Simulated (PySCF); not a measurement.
A structure optimised at PBE-D3(BJ)/def2-SVP, used in a PySCF frequency run:

```xyz
10

O      2.0901    -0.5079     0.0000
Si     0.7056     0.4149     0.0000
N     -0.4398     0.0728     1.3624
C     -1.5491    -0.1915     0.7681
C     -1.5491    -0.1915    -0.7681
N     -0.4398     0.0728    -1.3624
H      1.9671    -1.4732     0.0000
H      1.1519     1.8366     0.0000
H     -2.4863    -0.4151     1.3272
H     -2.4863    -0.4151    -1.3272
```
Charge 0, spin multiplicity 1.

Problem. Write its SMILES, formula and point group.

Solution. O[SiH]1N=CC=N1, C2H4N2OSi, Cs

Problem. What are its rotational constants (standard atomic weights)?

Solution. 5.9015, 2.7994, 2.1566 GHz
